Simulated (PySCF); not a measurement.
Compound: C₄H₇F₄Si (doublet state).
Cartesian coordinates in Å at the GFN2-xTB level; atoms count from 1:
```
atom  x, y, z in Å
C1     2.1471   -0.4801    0.0661
C2     0.8789    0.1830   -0.2914
C3    -0.2965    0.1608    0.6208
C4    -0.9734    1.5266    0.7418
F5    -0.1256    2.4090    1.3636
Si6   -1.4417   -1.1481   -0.1200
F7    -0.7484   -2.5726   -0.1759
F8    -2.8416   -1.4175    0.5903
F9    -1.8386   -0.8013   -1.6159
H10    2.7441   -0.6852   -0.8197
H11    2.7482    0.1568    0.7275
H12    1.9642   -1.4131    0.5997
H13    0.8302    0.8074   -1.1657
H14    0.0284   -0.1448    1.6209
H15   -1.2040    1.9495   -0.2401
H16   -1.8791    1.4785    1.3542
```

The hyperfine couplings belong to this conformer and change with its torsions.

Identity: `C[CH][C@@H](CF)[Si](F)(F)F` [radical].

Theory: UKS B3LYP, pcH-1 on C F H Si, non-relativistic, mean-field spin-orbit, GIAO in PySCF. The structure is a single GFN2-xTB conformer in the gas phase; no vibrational or solvent corrections. Couplings are sensitive to structure, and on GFN2-xTB geometries they can be far from those on DFT ones. Stability of the SCF solution: not tested.

Task: Match the computed a_iso(13C) values +89.3, +42.5, -32.1, -27.1 MHz with the sites C1; C2; C3; C4.

Result: 
```csv
site,a_iso (MHz),ρ(0) (bohr⁻³),position,distance from C2 (Å),spin population,largest |T| (MHz)
C1,-32.1,-0.0286,1 bond from C2,1.48,-0.08,2.5
C2,+89.3,+0.0795,largest spin population,0.00,+0.99,158.0
C3,-27.1,-0.0241,1 bond from C2,1.49,-0.07,2.9
C4,+42.5,+0.0378,2 bonds from C2,2.51,+0.02,5.7
```

Task: Match the computed a_iso(19F) values +22.4, -1.5 MHz (means over equivalent nuclei) with the sites F5; F7/F8/F9.

Result: 
| site | a_iso (MHz) | ρ(0) (bohr⁻³) | position | distance from C2 (Å) | bound to | spin population there | largest \|T\| (MHz) |
| --- | --- | --- | --- | --- | --- | --- | --- |
| F5 | -1.5 | -0.0004 | 3 bonds from C2 | 2.95 | C4 | +0.02 | 12.8 |
| F7/F8/F9 | +22.4 | +0.0053 | 3 bonds from C2 | 3.51 | Si6 | +0.06 | 25.0 |

ρ(0) is the spin density at the nucleus and T the dipolar tensor; a_iso includes a spin–orbit part; entries for several nuclei are means. The largest Mulliken spin populations are on C2 (+0.99), C1 (-0.08), C3 (-0.07) and H11 (+0.06). C2 is the only atom above +0.15. The angles at C2 add up to 359.5°, so it is planar; its axial dipolar tensor and the negative coupling of its proton fit spin in a p orbital normal to that plane.

Class means assume fast exchange of nuclei equivalent by connectivity; if that motion is slow, each nucleus keeps its own coupling. The three 1H nuclei of mean +77.2 MHz run from 27.6 to 154.0 MHz in the frozen geometry. The three 19F nuclei of mean +22.4 MHz run from 0.6 to 65.8 MHz in the frozen geometry.
